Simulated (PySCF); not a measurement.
C2H10N2OSi, SMILES C[C@@H](N)[Si@H](N)O.

Coordinates come from a r2SCAN-D4/def2-SVP optimisation. The structure was generated by enumeration; whether it is a known compound was not checked. The values are those of a single conformer.

Computed with r2SCAN-D4/def2-SVP (PySCF).

Frequencies are harmonic and unscaled.

```json
[
 {"mode": "1", "ν (cm⁻¹)": "51", "IR (km/mol)": "1.7", "moving atoms (share of kinetic energy)": "N 42 %, H 22 %, O 21 %, C 14 %"},
 {"mode": "2", "ν (cm⁻¹)": "117", "IR (km/mol)": "9.4", "moving atoms (share of kinetic energy)": "H 58 %, N 26 %, C 9 %"},
 {"mode": "3", "ν (cm⁻¹)": "186", "IR (km/mol)": "12.1", "moving atoms (share of kinetic energy)": "H 44 %, C 21 %, N 17 %, O 13 %"},
 {"mode": "4", "ν (cm⁻¹)": "216", "IR (km/mol)": "3.1", "moving atoms (share of kinetic energy)": "H 44 %, N 24 %, O 22 %"},
 {"mode": "5", "ν (cm⁻¹)": "260", "IR (km/mol)": "7.1", "moving atoms (share of kinetic energy)": "H 73 %, N 12 %, O 12 %"},
 {"mode": "6", "ν (cm⁻¹)": "278", "IR (km/mol)": "21.1", "moving atoms (share of kinetic energy)": "H 45 %, O 25 %, N 11 %, Si 9 %, C 9 %"},
 {"mode": "7", "ν (cm⁻¹)": "324", "IR (km/mol)": "36.7", "moving atoms (share of kinetic energy)": "H 89 %"},
 {"mode": "8", "ν (cm⁻¹)": "331", "IR (km/mol)": "8.1", "moving atoms (share of kinetic energy)": "H 44 %, C 16 %, N 15 %, Si 13 %, O 11 %"},
 {"mode": "9", "ν (cm⁻¹)": "401", "IR (km/mol)": "37.3", "moving atoms (share of kinetic energy)": "H 26 %, N 26 %, C 22 %, Si 21 %"},
 {"mode": "10", "ν (cm⁻¹)": "436", "IR (km/mol)": "105.8", "moving atoms (share of kinetic energy)": "H 58 %, N 28 %"},
 {"mode": "11", "ν (cm⁻¹)": "458", "IR (km/mol)": "39.3", "moving atoms (share of kinetic energy)": "H 38 %, C 29 %, Si 18 %, N 14 %"},
 {"mode": "12", "ν (cm⁻¹)": "584", "IR (km/mol)": "1.8", "moving atoms (share of kinetic energy)": "C 39 %, H 34 %, Si 14 %, N 11 %"},
 {"mode": "13", "ν (cm⁻¹)": "663", "IR (km/mol)": "65.9", "moving atoms (share of kinetic energy)": "H 92 %"},
 {"mode": "14", "ν (cm⁻¹)": "721", "IR (km/mol)": "21.1", "moving atoms (share of kinetic energy)": "H 77 %, N 12 %"},
 {"mode": "15", "ν (cm⁻¹)": "806", "IR (km/mol)": "14.5", "moving atoms (share of kinetic energy)": "H 82 %, O 8 %"},
 {"mode": "16", "ν (cm⁻¹)": "823", "IR (km/mol)": "114.7", "moving atoms (share of kinetic energy)": "Si 32 %, N 30 %, H 22 %, O 14 %"},
 {"mode": "17", "ν (cm⁻¹)": "869", "IR (km/mol)": "76.9", "moving atoms (share of kinetic energy)": "H 48 %, N 36 %, C 15 %"},
 {"mode": "18", "ν (cm⁻¹)": "896", "IR (km/mol)": "65.1", "moving atoms (share of kinetic energy)": "H 33 %, O 26 %, Si 26 %, N 14 %"},
 {"mode": "19", "ν (cm⁻¹)": "911", "IR (km/mol)": "3.9", "moving atoms (share of kinetic energy)": "H 73 %, C 20 %"},
 {"mode": "20", "ν (cm⁻¹)": "948", "IR (km/mol)": "209.6", "moving atoms (share of kinetic energy)": "H 64 %, Si 19 %"},
 {"mode": "21", "ν (cm⁻¹)": "979", "IR (km/mol)": "54.8", "moving atoms (share of kinetic energy)": "H 74 %, C 15 %"},
 {"mode": "22", "ν (cm⁻¹)": "1068", "IR (km/mol)": "294.6", "moving atoms (share of kinetic energy)": "H 82 %"},
 {"mode": "23", "ν (cm⁻¹)": "1083", "IR (km/mol)": "11.6", "moving atoms (share of kinetic energy)": "H 70 %, C 27 %"},
 {"mode": "24", "ν (cm⁻¹)": "1099", "IR (km/mol)": "23.2", "moving atoms (share of kinetic energy)": "H 46 %, C 43 %, N 10 %"},
 {"mode": "25", "ν (cm⁻¹)": "1166", "IR (km/mol)": "2.2", "moving atoms (share of kinetic energy)": "C 52 %, H 39 %"},
 {"mode": "26", "ν (cm⁻¹)": "1284", "IR (km/mol)": "1.6", "moving atoms (share of kinetic energy)": "H 65 %, C 33 %"},
 {"mode": "27", "ν (cm⁻¹)": "1367", "IR (km/mol)": "1.8", "moving atoms (share of kinetic energy)": "H 82 %, C 14 %"},
 {"mode": "28", "ν (cm⁻¹)": "1385", "IR (km/mol)": "4.9", "moving atoms (share of kinetic energy)": "H 78 %, C 20 %"},
 {"mode": "29", "ν (cm⁻¹)": "1459", "IR (km/mol)": "4.8", "moving atoms (share of kinetic energy)": "H 95 %"},
 {"mode": "30", "ν (cm⁻¹)": "1461", "IR (km/mol)": "9.5", "moving atoms (share of kinetic energy)": "H 96 %"},
 {"mode": "31", "ν (cm⁻¹)": "1551", "IR (km/mol)": "49.0", "moving atoms (share of kinetic energy)": "H 90 %, N 10 %"},
 {"mode": "32", "ν (cm⁻¹)": "1638", "IR (km/mol)": "18.7", "moving atoms (share of kinetic energy)": "H 92 %"},
 {"mode": "33", "ν (cm⁻¹)": "2235", "IR (km/mol)": "159.1", "moving atoms (share of kinetic energy)": "H 97 %"},
 {"mode": "34", "ν (cm⁻¹)": "3007", "IR (km/mol)": "42.1", "moving atoms (share of kinetic energy)": "H 97 %"},
 {"mode": "35", "ν (cm⁻¹)": "3015", "IR (km/mol)": "13.9", "moving atoms (share of kinetic energy)": "H 92 %"},
 {"mode": "36", "ν (cm⁻¹)": "3098", "IR (km/mol)": "30.1", "moving atoms (share of kinetic energy)": "H 91 %, C 9 %"},
 {"mode": "37", "ν (cm⁻¹)": "3115", "IR (km/mol)": "20.4", "moving atoms (share of kinetic energy)": "H 91 %, C 9 %"},
 {"mode": "38", "ν (cm⁻¹)": "3464", "IR (km/mol)": "0.9", "moving atoms (share of kinetic energy)": "H 96 %"},
 {"mode": "39", "ν (cm⁻¹)": "3545", "IR (km/mol)": "1.4", "moving atoms (share of kinetic energy)": "H 92 %, N 8 %"},
 {"mode": "40", "ν (cm⁻¹)": "3567", "IR (km/mol)": "28.2", "moving atoms (share of kinetic energy)": "H 96 %"},
 {"mode": "41", "ν (cm⁻¹)": "3582", "IR (km/mol)": "228.5", "moving atoms (share of kinetic energy)": "H 94 %"},
 {"mode": "42", "ν (cm⁻¹)": "3662", "IR (km/mol)": "25.3", "moving atoms (share of kinetic energy)": "H 92 %, N 8 %"}
]
```
